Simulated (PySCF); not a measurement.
**Radial density of Sn³⁺ (tin, charge +3)**

UHF, [Kr] 4d10 5s1, 2S determinant. Calculation: PySCF 2.14, in aug-cc-pwCVTZ-DK3; the spin-free X2C one-electron Hamiltonian (Gaussian nucleus).

```tsv
r (bohr)	4πr²ρ (e/bohr)	4πr²(ρα − ρβ)
0.0304	58.67	0.0008
0.0511	59.91	0.0059
0.0859	82.33	0.0241
0.145	61.25	-0.0145
0.243	66.84	0.0434
0.409	36.94	0.0027
0.688	22.43	0.0846
1.16	14.03	0.0554
1.95	2.069	0.6624
3.27	0.1677	0.1500
5.51	0.001093	0.0011
```

Densities and radii are taken from the X2C orbitals without a picture-change correction, which distorts them close to the nucleus.

**Question.** Where is the radial spin density 4πr²(ρα − ρβ) most negative, and why is it negative at all?

**Answer.** Around r = 0.145 bohr, down to -0.0145 e/bohr: exchange with the open shell polarises the paired shells in an unrestricted calculation.
